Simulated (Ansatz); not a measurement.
HfSi2 was relaxed with PBE-D4 (def2-TZVP) in Ansatz in these states: neutral quintet, neutral triplet. The geometries follow in no particular order.

In the def2 sets Hf takes a core potential; there is no spin–orbit coupling.

A:

```xyz
3

Hf    0.578    1.249   -0.559
Si   -1.099    0.042    0.932
Si    0.521   -1.292   -0.372
```

B:

```
atom   x (Å)   y (Å)   z (Å)
 Hf1   1.100   0.201  -0.910
 Si2  -1.291  -0.114  -0.444
 Si3   0.191  -0.087   1.354
```

Task: Judge from the bond lengths which geometry belongs to which state (an estimate).

Result: A is the neutral quintet (Si2–Si3 2.471 Å, Hf1–Si3 2.548 Å, Hf1–Si2 2.548 Å); B is the neutral triplet (Si2–Si3 2.330 Å, Hf1–Si3 2.456 Å, Hf1–Si2 2.456 Å).

At PBE0-D4/def2-TZVP a triplet lies 0.97 eV below the neutral quintet. These are the stationary points nearest to one start from a short search; other shapes may lie lower in each state.
